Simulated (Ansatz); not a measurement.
Start from `OB(O)OB(O)O` and change one atom or group to get `OB(O)[O][Zn][F]`.

Ansatz, PBE0-D4/def2-TZVP geometries, multiplicity 1. Each molecule was computed in one conformer, which needn't be the lowest.

Scalar relativity is left out up to krypton.

```tsv
property	`OB(O)OB(O)O`
LUMO energy (ωB97M-V/def2-TZVPP) / eV	1.53
size of the dipole moment (PBE/def2-TZVPP) / D	3.44
size of the dipole moment (ωB97M-V/def2-TZVPP) / D	3.56
HOMO energy (PBE/def2-TZVPP) / eV	-7.37
HOMO–LUMO gap (B3LYP/def2-TZVPP) / eV	8.65
HOMO energy (ωB97M-V/def2-TZVPP) / eV	-11.58
```

Give the same properties after the change, and the shifts. (Best estimate.)

The calculation gave: 
```tsv
property	`OB(O)[O][Zn][F]`	shift
LUMO energy (ωB97M-V/def2-TZVPP) / eV	0.45	-1.08
size of the dipole moment (PBE/def2-TZVPP) / D	3.59	0.15
size of the dipole moment (ωB97M-V/def2-TZVPP) / D	3.68	0.12
HOMO energy (PBE/def2-TZVPP) / eV	-7.38	-0.01
HOMO–LUMO gap (B3LYP/def2-TZVPP) / eV	7.15	-1.50
HOMO energy (ωB97M-V/def2-TZVPP) / eV	-11.45	0.13
```

With PBE0 the HOMO rises by 0.09 eV and the LUMO falls by 1.44 eV, so the gap narrows by about 1.53 eV. PBE moves the HOMO by -0.01 eV and ωB97M-V by 0.13 eV. The zero-point energy changes by -91.0 kJ/mol with -9 modes. Dipoles are sizes alone; their direction can turn.

B3LYP here is the variant with VWN-RPA as its local correlation; programs differ in this.
